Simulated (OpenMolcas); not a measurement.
# Mn⁴⁺: effect of the active space

```json
{"Program": "OpenMolcas 26.06", "Method": "SS-CASPT2 or its RAS form, IPEA 0.25 Eh, imaginary shift 0.1 Eh", "Basis": "ANO-RCC-VTZP", "Scalar Hamiltonian": "DKH2, point nucleus", "Spin-orbit coupling": "state interaction with AMFI integrals over the reference wave functions, term energies averaged over their components"}
```

A. 3 electrons in 5 orbitals (3d); 2S+1 = 4 even, 10 roots; 2S+1 = 2 even, 40 roots; closed shells correlated: 3s 3p; CASPT2 step about 9 core-seconds
B. 9 electrons in 8 orbitals (RAS1 3p, at most 2 holes; RAS2 3d); 2S+1 = 4 even, 10 roots; 2S+1 = 2 even, 40 roots; closed shells correlated: 3s; CASPT2 step of the order of 40 core-seconds
C. 3 electrons in 10 orbitals (3d 4d); 2S+1 = 4 even, 10 roots; 2S+1 = 2 even, 40 roots; closed shells correlated: 3s 3p; CASPT2 step about 6 core-minutes

Energies in eV above 3d3 4F 3/2, the measured ground level; measured values from Corliss and Sugar, J. Phys. Chem. Ref. Data 6, 1253 (1977).

| Level | A | B | C | Measured |
| --- | --- | --- | --- | --- |
| 3d3 4F 3/2 | 0.0000 | 0.0000 | 0.0000 | 0.0000 |
| 3d3 4F 5/2 | 0.0464 | 0.0480 | 0.0466 | 0.0445 |
| 3d3 4F 7/2 | 0.1092 | 0.1129 | 0.1098 | 0.1035 |
| 3d3 4F 9/2 | 0.1867 | 0.1928 | 0.1878 | 0.1751 |
| 3d3 4P 1/2 | 2.129 | 2.117 | 2.091 | 2.0376 |
| 3d3 4P 3/2 | 2.148 | 2.136 | 2.110 | 2.0575 |
| 3d3 4P 5/2 | 2.202 | 2.194 | 2.167 | 2.1138 |
| 3d3 2G 7/2 | 2.245 | 2.265 | 2.236 | 2.2184 |
| 3d3 2G 9/2 | 2.310 | 2.332 | 2.304 | 2.2812 |
| 3d3 2P 1/2 | 3.088 | 2.912 | 2.893 | 2.8618 |
| 3d3 2H 9/2 | 3.116 | 3.142 | 3.142 | 3.0965 |
| 3d3 2D 5/2(1) | 3.140 | 3.179 | 3.136 | 3.0537 |
| 3d3 2H 11/2 | 3.164 | 3.192 | 3.193 | 3.1410 |
| 3d3 2F 7/2 | 5.133 | 5.131 | 5.121 | 5.0119 |
| 3d3 2F 5/2 | 5.161 | 5.160 | 5.148 | 5.0470 |
| 3d3 2D 5/2(2) | 8.051 | 7.954 | 8.032 | 7.7624 |
| 3d3 2D 3/2(2) | 8.084 | 7.995 | 8.061 | 7.7928 |

Deviations, from unrounded energies. A percentage is the sum of absolute deviations over the sum of measured energies, with the sign that they share, or ± where signs differ.

| Against measurement | Levels | A | B | C |
| --- | --- | --- | --- | --- |
| mean absolute deviation (cm-1) | 16 | 760 | 640 | 590 |
| fine structure of the ground term (%) | 3 | +5.9 | +9.5 | +6.5 |
| other terms of the ground configuration (%) | 13 | +3.1 | +2.5 | +2.4 |

C lies closest to measurement on these levels and A furthest from it. The largest miss of C in the table is 3d3 2D 5/2(2), by +2200 cm-1. The ranking rests on the paired levels alone, and a cruder setting can come out closer through cancelling errors.

The two smallest mean deviations differ by little beside CASPT2's spread within terms, so their order carries little weight.

Among A to C the level of the table that moves most is 3d3 2P 1/2, by 1600 cm-1 (lowest in C, highest in A). Moves below CASPT2's spread within the term are not significant.

Term energies are means over components that CASPT2 splits; among the terms shown or strongly mixed into the levels shown the widest spread is 820 cm-1 (3d3 4F, C). The CASPT2 spread within a term exceeds the gap to the next term for 3d3 2D(1) and 3d3 2P, 3d3 2P and 3d3 2H, so the order of their levels is uncertain, and so are names and mixing where such terms share a J (holds for A). Active for correlation alone: 3p; no level in the range computed is led by a configuration that opens it, so any true level of that kind is missing (holds for B). Active for correlation alone: 4d; no level in the range computed is led by a configuration that fills it, so any true level of that kind is missing (holds for C). Computed and measured levels are paired by configuration, term and J; levels that our copy of the source lacks, or whose pairing is in doubt (as where it misses far off the trend of its configuration), stay unpaired and out of the deviations. Levels of configurations outside the active space are missing. The table leaves out levels that lie high or whose names do not pair safely across all columns.

A number in round brackets counts repeated terms of one configuration in the order of the reference energies.
